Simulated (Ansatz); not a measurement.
`[CH3][W]([NH2])(=[O])=[O]` + H₂O → `[NH2][W](=[O])(=[O])[OH]` + CH₄ at 700 K and 1 bar (formal hydrolysis of a W–C bond).

Gas-phase electronic energies from Ansatz, PBE0-D4/def2-TZVP geometries. CCSD(T)/CBS is the MP2 limit (def2-TZVPP, def2-QZVPP) plus CCSD(T) − MP2 in def2-TZVPP, frozen cores. This one scheme is used for every species. Elements past krypton have def2 core potentials. For W outer-core shells are correlated without core-valence functions, which leaves a few kJ/mol of doubt a bond. One conformer a species, not always the lowest.

| species | CCSD(T)/CBS energy (Eh) | H − E (kJ/mol) | S (J/(mol·K)) |
| --- | --- | --- | --- |
| `[CH3][W]([NH2])(=[O])=[O]` | -313.20736 | 257.4 | 475.1 |
| H₂O | -76.37941 | 80.5 | 218.4 |
| `[NH2][W](=[O])(=[O])[OH]` | -349.16250 | 191.0 | 456.6 |
| CH₄ | -40.46206 | 145.9 | 224.0 |

H − E and S are ideal-gas, rigid-rotor, harmonic terms from PBE0-D4/def2-TZVP, for one conformer and one mirror image of each species. 1 Eh = 2625.50 kJ/mol, R = 8.31446 J/(mol·K).

Question: By hand: ΔE, ΔH, ΔS and ΔG.

Answer: ΔE = (-349.16250) + (-40.46206) − (-313.20736) − (-76.37941) = -0.03779 Eh = -99.2 kJ/mol. Δ(H − E) = 191.0 + 145.9 − 257.4 − 80.5 = -1.0, so ΔH = -100.2 kJ/mol. ΔS = 456.6 + 224.0 − 475.1 − 218.4 = -12.9 J/(mol·K). ΔG = -100.2 − 700 × (-12.9)/1000 = -91.2 kJ/mol.

Question: By hand: the equilibrium constant, and the temperature at which ΔG would vanish if ΔH and ΔS stayed fixed.

Answer: log₁₀ K = −ΔG/(RT ln 10) = 6.8. ΔG = 0 at ΔH/ΔS = 7767 K, far beyond where these terms or the molecules hold.

The number of gas molecules stays the same, so ΔS is small and ΔH decides. A doubt of 5 kJ/mol in ΔE shifts log₁₀ K by 0.4 here. Other conformers and mirror images would add mixing entropy, several J/(mol·K) or more a flexible species. These are equilibria of isolated gas molecules and say nothing of rates. Largest T1 diagnostic: 0.022 (customary marks: 0.02 for closed shells, 0.045 for open ones).
